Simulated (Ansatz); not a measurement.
`C[CH2][GaH][SeH]`, relaxed with RKS PBE0-D4/def2-TZVP in the Gaussian-basis code of Ansatz from a PBE-D4/def2-SVP geometry. The force threshold is 0.005 eV/Å; the program also tests the step.

Charge 0, multiplicity 1.

Start:

```xyz
11

C     0.466   -1.234    0.290
C    -0.847   -0.450    0.235
Ga   -0.717    1.452   -0.324
Se    1.382    2.370   -0.843
H     0.970   -1.269   -0.698
H     0.307   -2.286    0.610
H     1.187   -0.783    1.005
H    -1.574   -0.925   -0.461
H    -1.355   -0.442    1.225
H    -1.910    2.476   -0.471
H     2.092    1.092   -0.569
```

```csv
step,energy (eV),largest force (eV/Å),largest move (Å)
1,-119900.5573,0.493,0.000
2,-119900.5887,0.153,0.025
3,-119900.5909,0.010,0.008
4,-119900.5910,0.009,0.009
5 (rejected),-119900.5910,0.007,0.007
6,-119900.5910,0.003,0.003
```

End:

```xyz
11

C     0.461   -1.225    0.289
C    -0.845   -0.447    0.234
Ga   -0.710    1.440   -0.321
Se    1.374    2.349   -0.839
H     0.954   -1.257   -0.686
H     0.300   -2.260    0.604
H     1.168   -0.779    0.994
H    -1.555   -0.922   -0.452
H    -1.343   -0.448    1.210
H    -1.896    2.453   -0.464
H     2.091    1.095   -0.569
```

It took 28 s on 4 threads of an Arm Neoverse V2 on a shared host, with 0.66 GiB of host memory at the peak.
